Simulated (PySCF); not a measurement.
Species: C4H4Cl2N2O2.
Z-matrix (Å and degrees, PBE0-D3(BJ)/def2-SVP geometry), rows numbered from 1:
```
Cl
C   1  1.7768
Cl  2  1.7706  1  111.99
C   2  1.5204  1  107.56  3   122.38
O   4  1.4103  2  113.08  1  -177.05
C   5  1.3206  4  117.94  2   -73.96
N   6  1.3673  5  123.99  4     5.11
C   7  1.2942  6  101.36  5  -179.86
O   8  1.3191  7  113.53  6    -0.03
N   6  1.3086  5  121.08  4  -174.74
H   2  1.0959  1  107.26  3  -117.69
H   4  1.0975  2  109.14  1   -59.50
H   4  1.1014  2  108.10  1    59.62
H   8  1.0898  7  128.63  6  -179.92
```

Level: B3LYP/def2-SVPD in PySCF, non-relativistic, on one gas-phase PBE0-D3(BJ)/def2-SVP geometry that isn't relaxed in the solvent. The solvent is an IEF-PCM continuum (Bondi radii, 1.10 Å for H, scaled by 1.2), and excitations are vertical TDDFT with non-equilibrium linear response and a frozen core. The model holds no explicit solvent molecules, cavitation or dispersion.

```json
{"run": "gas", "E − E(gas) (kcal/mol)": "0.00", "HOMO (eV)": "-7.93", "HOMO–LUMO gap (eV)": "6.43", "dipole (D)": "2.99", "lowest singlet (eV)": "5.91", "static polarisability (au)": "94.1"}
{"run": "P", "E − E(gas) (kcal/mol)": "-8.35", "HOMO (eV)": "-7.85", "HOMO–LUMO gap (eV)": "6.62", "dipole (D)": "4.18", "lowest singlet (eV)": "6.06", "static polarisability (au)": "126.5"}
{"run": "Q", "E − E(gas) (kcal/mol)": "-3.12", "HOMO (eV)": "-7.88", "HOMO–LUMO gap (eV)": "6.50", "dipole (D)": "3.39", "lowest singlet (eV)": "5.94", "static polarisability (au)": "105.0"}
```

Task: The runs were made in cyclohexane and water. Which run belongs to which solvent?

Result: P = water, Q = cyclohexane. The dielectric constants are 2.017 (cyclohexane), 78.36 (water), and the energy falls further as ε rises. The optical constants n² used for the excitations are 2.04, 1.78 in the same order. In this model the ground state sees the solvent through ε alone.

Task: How constant is the ratio of the lowering to (ε − 1)/(2ε + 1)?

Result: 
```json
{"solvent": "cyclohexane", "(ε − 1)/(2ε + 1)": "0.202", "E − E(gas) (kcal/mol)": "-3.12", "ratio (kcal/mol)": "-15.4", "polarisation term (kcal/mol)": "-3.34"}
{"solvent": "water", "(ε − 1)/(2ε + 1)": "0.490", "E − E(gas) (kcal/mol)": "-8.35", "ratio (kcal/mol)": "-17.0", "polarisation term (kcal/mol)": "-10.03"}
```

The ratio changes by +10.2 % in size from cyclohexane to water. The polarisation term is half the interaction of the solute with the induced surface charges.
